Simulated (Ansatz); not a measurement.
`B[SiH2]BO` + H₂O → `B[SiH2]O` + `BO` at 298.15 K and 1 bar (formal hydrolysis of the Si–B bond).

Calculated with Ansatz (gas phase, PBE0-D4/def2-TZVP geometries, no zero-point term in ΔE). CCSD(T)/CBS is the MP2 limit (def2-TZVPP, def2-QZVPP) plus CCSD(T) − MP2 in def2-TZVPP, frozen cores. This one scheme is used for every species. Each species was taken in one conformer, which may not be the lowest.

| species | CCSD(T)/CBS energy (Eh) | H − E (kJ/mol) | S (J/(mol·K)) |
| --- | --- | --- | --- |
| `B[SiH2]BO` | -417.44038 | 189.8 | 336.7 |
| H₂O | -76.37941 | 66.4 | 188.7 |
| `B[SiH2]O` | -392.05150 | 149.3 | 299.9 |
| `BO` | -101.80414 | 103.5 | 230.4 |

H − E and S are ideal-gas, rigid-rotor, harmonic terms from PBE0-D4/def2-TZVP, for one conformer and one mirror image of each species. 1 Eh = 2625.50 kJ/mol, R = 8.31446 J/(mol·K).

By hand: ΔE, ΔH, ΔS and ΔG.

ΔE = (-392.05150) + (-101.80414) − (-417.44038) − (-76.37941) = -0.03585 Eh = -94.1 kJ/mol. Δ(H − E) = 149.3 + 103.5 − 189.8 − 66.4 = -3.4, so ΔH = -97.5 kJ/mol. ΔS = 299.9 + 230.4 − 336.7 − 188.7 = 4.9 J/(mol·K). ΔG = -97.5 − 298.15 × (4.9)/1000 = -99.0 kJ/mol.

By hand: the equilibrium constant, and the temperature at which ΔG would vanish if ΔH and ΔS stayed fixed.

log₁₀ K = −ΔG/(RT ln 10) = 17.3. ΔH and −TΔS have one sign here, so there is no such temperature. One of them is within its doubt of zero, so this could turn.

The number of gas molecules stays the same, so ΔS is small and ΔH decides. A doubt of 5 kJ/mol in ΔE shifts log₁₀ K by 0.9 here. Other conformers and mirror images would add mixing entropy, several J/(mol·K) or more a flexible species. Modes under 60 cm⁻¹, often nearly free rotors, make the harmonic entropy too high. These are equilibria of isolated gas molecules and say nothing of rates. Largest T1 diagnostic: 0.016 (customary marks: 0.02 for closed shells, 0.045 for open ones).
